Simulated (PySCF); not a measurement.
Species: CH5NO2Si.
Numbering: `[NH2:1][C:2](=[O:3])[SiH2:4][OH:5]` (hydrogens: H6, H7 on N1; H8, H9 on Si4; H10 on O5)

Structure used (PBE0-D3(BJ)/def2-SVP), in Å, numbered top down from 1:
```
atom  x, y, z in Å
N1     1.766    0.143    0.194
C2     0.605    0.002   -0.477
O3     0.554   -0.112   -1.696
Si4   -1.123   -0.040    0.391
O5    -2.095   -0.215   -0.935
H6     1.795    0.246    1.198
H7     2.638    0.162   -0.327
H8    -1.372    1.226    1.142
H9    -1.217   -1.185    1.344
H10   -1.501   -0.244   -1.708
```

Method used: PBE0-D3(BJ)/def2-SVP geometry optimisation, gas phase in PySCF 2.14.0.

Masses are those of the commonest isotopes; rigid-rotor values at the optimised geometry. The values belong to one conformer with, in the numbering `[NH2:1][C:2](=[O:3])[SiH2:4][OH:5]`, N1–C2–Si4–O5 180°, C2–Si4–O5–H 0°.

(1) Give the principal moments of inertia and the rotational constants in MHz.

(2) What kind of rotor is it?

(3) What does the inertial defect say?

(4) Give the other two planar moments, Paa and Pbb, and the rms extents of the mass along the axes.

(5) List the rotational levels J(Ka,Kc) to J = 5 (K).

(6) Which lines would a microwave search look for?

(7) Estimate the classical rotational partition function at 50 K, 200 K and 298.15 K.

Answers

(1) Ia = 66.94, Ib = 171.97, Ic = 232.99 u·Å²; 505379 MHz·u·Å²/I gives A = 7550, B = 2939, C = 2169 MHz.

(2) An asymmetric top; Ray's κ = -0.714.

(3) Not planar: Δ = Ic − Ia − Ib = -5.93 u·Å². For a rigid frame Δ = −2 Σ m c², so Σ m c² = 2.96 u·Å² lies off the ab plane, practically all of it from hydrogen. The atom farthest from that plane is 1.22 Å away.

(4) Paa = Σ m a² = (Ib + Ic − Ia)/2 = 169.01 and Pbb = Σ m b² = (Ia + Ic − Ib)/2 = 63.98 u·Å². With the mass M = 91.01 u, the rms extents √(P/M) along a, b and c are 1.36, 0.84, 0.18 Å.

(5) Above 0(0,0), as E/k:
J = 1: 1(0,1) 0.245, 1(1,1) 0.466, 1(1,0) 0.503
J = 2: 2(0,2) 0.731, 2(1,2) 0.920, 2(1,1) 1.031, 2(2,1) 1.694, 2(2,0) 1.699
J = 3: 3(0,3) 1.450, 3(1,3) 1.597, 3(1,2) 1.819, 3(2,2) 2.430, 3(2,1) 2.451, 3(3,1) 3.631, 3(3,0) 3.631
J = 4: 4(0,4) 2.391, 4(1,4) 2.496, 4(1,3) 2.864, 4(2,3) 3.407, 4(2,2) 3.467, 4(3,2) 4.619, 4(3,1) 4.621, 4(4,1) 6.291, 4(4,0) 6.291
J = 5: 5(0,5) 3.545, 5(1,5) 3.614, 5(1,4) 4.160, 5(2,4) 4.623, 5(2,3) 4.756, 5(3,3) 5.857, 5(3,2) 5.865, 5(4,2) 7.526, 5(4,1) 7.526, 5(5,1) 9.675, 5(5,0) 9.675
The levels of one J sum to (2J + 1)J(J + 1)(A + B + C)/3.

(6) The dipole components are |μa| = 3.06 D, |μb| = 2.86 D, |μc| = 0.00 D; the mirror of this Cs structure is the ab plane, so μc vanishes by symmetry (the 0.03 D computed is a residue) and there are no c-type lines. The squared components, which scale the intensities, stand as 1.00 : 0.87 (a : b). Some lines, for components of 0.1 D or more:

| type | branch | J(Ka,Kc) | MHz | lower level (cm⁻¹) |
| --- | --- | --- | --- | --- |
| a | Q | 2(1,1) ← 2(1,2) | 2309 | 0.639 |
| b | R | 3(1,2) ← 2(2,1) | 2587 | 1.178 |
| b | R | 5(2,3) ← 4(3,2) | 2838 | 3.211 |
| a | Q | 3(1,2) ← 3(1,3) | 4611 | 1.110 |
| a | R | 1(0,1) ← 0(0,0) | 5108 | 0.000 |
| b | Q | 1(1,0) ← 1(0,1) | 5380 | 0.170 |
| b | R | 2(0,2) ← 1(1,1) | 5516 | 0.324 |
| a | Q | 4(1,3) ← 4(1,4) | 7652 | 1.735 |
| b | R | 3(0,3) ← 2(1,2) | 11047 | 0.639 |
| b | Q | 5(1,4) ← 5(0,5) | 12812 | 2.464 |
| b | Q | 3(2,1) ← 3(1,2) | 13172 | 1.264 |
| a | R | 3(0,3) ← 2(0,2) | 14977 | 0.508 |
| a | R | 3(2,1) ← 2(2,0) | 15670 | 1.181 |
| a | R | 4(1,4) ← 3(1,3) | 18733 | 1.110 |
| a | R | 4(3,1) ← 3(3,0) | 20629 | 2.524 |
| b | Q | 5(2,4) ← 5(1,5) | 21032 | 2.512 |
| b | R | 4(1,4) ← 3(0,3) | 21802 | 1.008 |
| a | R | 5(0,5) ← 4(0,4) | 24039 | 1.662 |
| b | R | 2(2,1) ← 1(1,0) | 24818 | 0.350 |
| b | Q | 4(3,2) ← 4(2,3) | 25259 | 2.368 |
| a | R | 5(2,4) ← 4(2,3) | 25343 | 2.368 |
| b | Q | 5(3,3) ← 5(2,4) | 25699 | 3.213 |
| a | R | 5(3,3) ← 4(3,2) | 25782 | 3.211 |
| b | Q | 4(4,0) ← 4(3,1) | 34783 | 3.212 |
| b | R | 4(3,2) ← 3(2,1) | 45186 | 1.703 |
| b | R | 5(3,2) ← 4(2,3) | 51217 | 2.368 |
| b | R | 4(4,0) ← 3(3,1) | 55418 | 2.524 |
| b | R | 5(4,2) ← 4(3,1) | 60518 | 3.212 |

(7) Point group Cs, symmetry number σ = 1; q = (√π/σ)·√((kT/h)³/(ABC)), k/h = 20836.6 MHz/K: 8590 at 50 K, 68700 at 200 K, 125000 at 298.15 K.

Whether it is a minimum is left open (no frequencies). No vibrational averaging or centrifugal distortion is included, and the geometry carries the error of its method. Quadrupole hyperfine structure (14N) is left out.
